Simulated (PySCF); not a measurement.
Level of theory: PBE0/[Se def2-TZVP, N def2-TZVP, Br def2-TZVP], no relativity, density fitting, PySCF. Open shells, if any, are unrestricted.

Q: What shape and geometry does isolated singlet BrSeN take (every ligand bound to Se)?

A: Counting electrons, selenium keeps 2 of its valence electrons outside its bonds, so the VSEPR class is AX2E1 and the expected shape is bent; with unlike ligands the computed point group is Cs. The lowest minimum found is a singlet of Cs symmetry with Se–Br 2.442 Å, Se–N 1.601 Å; Br–Se–N 114.9°. Its harmonic wavenumbers are 199 (a'), 267 (a'), 1111 (a') cm⁻¹ and its dipole moment is 2.37 D.

This need not be the most stable arrangement of these atoms.
